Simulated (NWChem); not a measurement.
Correlation energy of HBCl

```
B
H 1 1.2070
Cl 1 1.7187 2 123.29
```
Charge 0, spin multiplicity 2.

The numbers come from NWChem runs, not from measurements. The geometry was optimised at UPBE0/def2-SVP, a minimum by its harmonic frequencies.

Basis set: cc-pVDZ. Each correlation energy counts from its own Hartree-Fock reference.

The correlated methods keep 6 core orbitals frozen. The structure started from a generated list of species. The unpaired electrons of the parent sit in orbitals of symmetry a' (Cs labels of the run); other states weren't searched. No SCF solution was tested for a lower state. Open-shell Hartree-Fock references start from PBE0 orbitals. Coupled-cluster values serve here as a point of comparison, not as the truth.

| method | correlation energy (mHa) |
|---|---|
| URI-MP2 | -197.3 |
| UMP2 | -197.3 |
| SCS-UMP2 | -194.0 |
| CCSD on UHF | [?] |
| CCSD[T] on UHF | -227.7 |
| CCSD(T) on UHF | -227.4 |
| CCSD on ROHF | [?] |
| CCSD[T] on ROHF | [?] |
| CCSD(T) on ROHF | -228.9 |
| CCSDT on ROHF | -229.5 |

Problem. What belongs in the gaps?

Solution. 
- CCSD on UHF, correlation energy (mHa): -221.8
- CCSD on ROHF, correlation energy (mHa): -223.2
- CCSD[T] on ROHF, correlation energy (mHa): -229.3
